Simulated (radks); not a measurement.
Question: The lanthanum ion La3+, [Xe]. Calculated with a radial shooting solver on a logarithmic mesh with Libxc functionals: non-relativistic Kohn-Sham, r2SCAN, spin-polarised, spherical densities, point nucleus; meta-GGA in the generalised Kohn-Sham scheme. Every spin shell is full or empty, so the densities are truly spherical. Functionals are evaluated on that one density, not self-consistently. Rank these orbital-free kinetic functionals by their error against the exact value of the orbitals, and give that value: Thomas-Fermi, von Weizsacker, TF + vW/9, TF + vW/5, LC94, APBEK, revAPBEK, Perdew 92, Thakkar, LKT, DePristo-Kress, Ernzerhof.

Answer: Exact: 8219.91 hartree. From best to worst, with 100 (|E| - |E exact|)/|E exact| (equal figures are ties): LC94 +0.04, APBEK +0.08, DePristo-Kress -0.14, revAPBEK +0.25, Ernzerhof -0.44, Thakkar -0.65, Perdew 92 -0.69, TF + vW/9 -0.70, TF + vW/5 +2.84, Thomas-Fermi -5.13, LKT +18.24, von Weizsacker -60.14.
